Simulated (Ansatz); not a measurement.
Consider the atomization: `[CH3][Al@H-]1[F+][Al@H-]([CH3])[F+]1` → 2 Al• + 2 C• + 2 F• + 8 H•.

Calculated with Ansatz (gas phase, PBE0-D4/def2-TZVP geometries, no zero-point term in ΔE). CCSD(T)/CBS adds triple-zeta CCSD(T) − MP2 to the extrapolated MP2 energy (def2 sets, frozen cores). This one scheme is used for every species, atoms too. For atomizations the MP2-based limit and the directly extrapolated one differ by several kJ/mol either way, and by 10 to 25 for some Ge, Se and Sn compounds, so smaller differences from it don't rank the levels. DFT in def2-TZVPP. B3LYP here is the variant with VWN-RPA as its local correlation; programs differ in this. HSE06 is defined as in plane-wave codes. No spin–orbit coupling; open shells (•) take unrestricted orbitals. Spin–orbit coupling would lower the free atoms: a little for Al, C, F.

`[CH3][Al@H-]1[F+][Al@H-]([CH3])[F+]1`:

Cartesian coordinates in Å:
```
C -1.431 -2.458 0.388
Al -1.070 -0.765 -0.477
F 0.726 -0.542 -0.759
Al 1.070 0.765 0.477
C 1.430 2.458 -0.388
F -0.726 0.542 0.759
H -1.362 -3.290 -0.321
H -0.728 -2.660 1.201
H -2.440 -2.483 0.810
H -1.847 -0.115 -1.686
H 1.848 0.114 1.685
H 1.357 3.290 0.320
H 2.442 2.485 -0.806
H 0.731 2.658 -1.204
```

```
             level  ΔE (kcal/mol)  difference from CCSD(T)/CBS
       LDA (SPW92)         1366.9                        132.3
            PBE-D4         1228.4                         -6.2
           BLYP-D4         1215.3                        -19.3
         r2SCAN-D4         1232.8                         -1.8
            B97M-V         1237.3                          2.7
           PBE0-D4         1216.6                        -18.0
          B3LYP-D4         1223.3                        -11.3
        r2SCANh-D4         1226.7                         -7.9
        r2SCAN0-D4         1218.1                        -16.5
          HSE06-D4         1216.8                        -17.8
          BHLYP-D4         1201.3                        -33.3
      CAM-B3LYP-D4         1234.1                         -0.5
           ωB97X-V         1229.9                         -4.7
            B2PLYP         1215.4                        -19.2
          PBE-QIDH         1217.8                        -16.8
               PBE         1222.1                        -12.5
            revPBE         1184.0                        -50.6
              BLYP         1201.8                        -32.8
            r2SCAN         1231.2                         -3.4
              PBE0         1211.1                        -23.5
             B3LYP         1213.2                        -21.4
           r2SCANh         1225.0                         -9.6
           r2SCAN0         1216.2                        -18.4
             HSE06         1211.7                        -22.9
             BHLYP         1193.1                        -41.5
           LC-ωPBE         1224.0                        -10.6
       HF/def2-SVP          961.1                       -273.5
      MP2/def2-SVP         1192.3                        -42.3
     CCSD/def2-SVP         1171.7                        -62.9
  CCSD(T)/def2-SVP         1179.2                        -55.4
     HF/def2-TZVPP          949.4                       -285.2
SCS-MP2/def2-TZVPP         1215.5                        -19.1
   CCSD/def2-TZVPP         1192.6                        -42.0
CCSD(T)/def2-TZVPP         1205.2                        -29.4
     HF/def2-QZVPP          952.8                       -281.8
    MP2/def2-QZVPP         1239.7                          5.1
SCS-MP2/def2-QZVPP         1235.2                          0.6
      HF/CBS(def2)          953.3                       -281.3
     MP2/CBS(def2)         1251.0                         16.4
    CCSD/CBS(def2)         1222.0                        -12.6
       CCSD(T)/CBS         1234.6                            0
```

Largest T1 diagnostic among the species: 0.018.

The D4 term adds +10.1 kcal/mol with B3LYP and +5.4 kcal/mol with PBE0; it sums over pairs of atoms, weighted by their polarisabilities, and B3LYP, whose exchange is more repulsive, gets the larger term. From r2SCAN to r2SCAN0 (25 % exact exchange), in def2-TZVPP and without D4, ΔE moves by −15.0 kcal/mol: exact exchange takes away binding that semilocal exchange gives to molecules. At CCSD(T), def2-SVP lies −55.4 kcal/mol from the extrapolated value and def2-TZVPP −29.4 kcal/mol: correlation converges slowly with the basis, and small sets miss more of it in the bonded molecule than in its fragments.
